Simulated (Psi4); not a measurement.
CH5O (SMILES C[OH2+]), charge +1, singlet, at a GFN2-xTB geometry, with bond 7-2 at 1.3 times its length. Base run: TPSS/pcseg-1 run with Psi4 1.11.

Psi4 was given this input:
```
memory 2 GB

molecule mol {
1 1
C    -0.019277    0.751129    0.000910
O    -0.019451   -0.710029    0.073094
H    -1.053935    1.084796    0.062118
H     0.899563   -1.056043    0.066199
H     0.525466    1.124354    0.866679
H     0.439888    1.112447   -0.918223
H    -0.695795   -1.206711   -0.889005
}

set {
  basis pcseg-1
  reference rks
}

energy('tpss')
print_variables()
```

Each row names what was changed in the base input (with any setting that the change needs).

```csv
change,ΔE vs base (mEh),SCF cycles,grid points,basis functions
base,0.000,8,152374,53
guess = huckel,0.000,9,152374,53
cholesky_tolerance = 1e-6 (with scf_type cd),0.073,8,152374,53
puream = false,-1.032,8,152374,55
scf_type = cd,-0.098,8,152374,53
dft_nuclear_scheme = stratmann,-0.001,8,141070,53
scf_type = mem_df,0.000,8,152374,53
ints_tolerance = 1e-8,0.000,8,152374,53
dft_spherical_points = 194,-0.004,8,97997,53
dft_radial_points = 35,0.203,8,72390,53
d_convergence = 1e-4,0.000,7,152374,53
dft_spherical_points = 590,-0.001,8,297435,53
guess = gwh,0.000,9,152374,53
```
